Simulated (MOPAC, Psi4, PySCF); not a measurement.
Interaction energy of C2H6O ··· H3B (SMILES COC and B), singlet. Monomers: optimised at B3LYP-D3(BJ) (def2-TZVP), held rigid. Orientation: lowest of the rigid-body minima from ten starts at GFN2-xTB (searched outside a hard wall at short contacts). Only R, the distance of the centres of mass, is varied, so the lowest point isn't the relaxed dimer. The shortest distances reach bonding range, where SAPT0 and rigid monomers are unreliable.

RKS-B3LYP/3-21G = PySCF 2.14.0 with restricted B3LYP/3-21G, no counterpoise correction; RHF/6-31G* = restricted Hartree-Fock/6-31G*, spherical d, no counterpoise correction (PySCF); PM3, restricted, heats of formation (MOPAC); SAPT0/jun-cc-pVDZ, frozen core (Psi4).

Interaction energies in kJ/mol; the last columns give the difference from SAPT0:

```
R / Å  RKS-B3LYP/3-21G  RHF/6-31G*     PM3  SAPT0/jun-cc-pVDZ  RKS-B3LYP/3-21G − SAPT0/jun-cc-pVDZ  RHF/6-31G* − SAPT0/jun-cc-pVDZ  PM3 − SAPT0/jun-cc-pVDZ
-----  ---------------  ----------  ------  -----------------  -----------------------------------  ------------------------------  -----------------------
1.74            133.02      217.96   79.76             110.95                                22.07                          107.01                   -31.19
1.94            -27.67       63.76  -51.51              -1.93                               -25.74                           65.69                   -49.58
2.12            -76.67        8.54  -81.86             -34.16                               -42.51                           42.71                   -47.70
2.34            -86.94      -16.31  -73.61             -41.50                               -45.44                           25.19                   -32.11
2.57            -77.28      -22.87  -47.24             -37.04                               -40.24                           14.17                   -10.20
2.71            -68.58      -22.89  -32.98             -32.76                               -35.81                            9.87                    -0.21
3.04            -48.63      -18.93  -12.70             -22.98                               -25.65                            4.05                    10.28
3.37            -32.86      -13.97   -4.88             -15.38                               -17.48                            1.41                    10.50
3.84            -16.20       -8.37   -1.95              -8.46                                -7.74                            0.09                     6.51
4.53             -3.92       -3.43   -1.24              -3.75                                -0.17                            0.32                     2.51
5.54             -0.87       -1.07   -0.71              -1.39                                 0.52                            0.32                     0.67
6.81             -0.34       -0.42   -0.33              -0.52                                 0.18                            0.10                     0.19
```

RKS-B3LYP/3-21G is furthest from SAPT0/jun-cc-pVDZ at 2.34 (-45.44 kJ/mol, below); its mean absolute difference over the points is 21.96 kJ/mol.

RHF/6-31G* is furthest from SAPT0/jun-cc-pVDZ at 1.74 (107.01 kJ/mol, above); its mean absolute difference over the points is 22.58 kJ/mol.

PM3 is furthest from SAPT0/jun-cc-pVDZ at 1.94 (-49.58 kJ/mol, below); its mean absolute difference over the points is 16.80 kJ/mol.
